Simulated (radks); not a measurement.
Coulomb parameter of the 4d shell of the cadmium ion Cd2+ in the model configuration [Kr] 4d9 5s1, as a second difference U = [E(n + 1) + E(n - 1) - 2 E(n)] / (1)^2 with all orbitals relaxed. "Bare": the charge of the atom changes with n. "Screened": the 5s shell takes up the change at fixed total charge, which measures U(4d,4d) + U(5s,5s) - 2 U(4d,5s). All-electron calculation, Dirac Kohn-Sham, BLYP, spin-unpolarised, spherical densities, finite nucleus; open shells are shared between the two j in proportion to 2j + 1; Fermi nuclear charge, rms radius 4.6087 fm. Program: a radial shooting solver on a logarithmic mesh with Libxc functionals.

case         configuration  E - E(n) (eV)
start         [Kr] 4d9 5s1          0.000
bare +1      [Kr] 4d10 5s1        -27.346
bare -1       [Kr] 4d8 5s1         42.339
screened +1      [Kr] 4d10        -10.048
screened -1   [Kr] 4d8 5s2         12.704

U(bare) = 14.993 eV, U(screened by 5s) = 2.656 eV.
